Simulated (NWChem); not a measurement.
# CH3ClSi, singlet; SMILES C[Si]Cl

Program: NWChem. Low-valent species are run as closed-shell singlets; no triplet was tried in these runs. Structure relaxed at the PBE0/def2-SVP level. Level: PBE0/def2-SVP with SMD (1 M gas to 1 M solution), gas-phase geometry. Reactions with the solvent are ignored.

For solvent water:

```yaml
solvation free energy (kcal/mol): -1.0
cavity-dispersion-structure term (kcal/mol): 1.7
dipole in solution (D): 2.38
```

Question: Estimate the same quantities for solvent n-hexane.

Answer: 
| Quantity | Result |
|---|---|
| solvation free energy (kcal/mol) | -3.0 |
| cavity-dispersion-structure term (kcal/mol) | -1.8 |
| dipole in solution (D) | 2.02 |
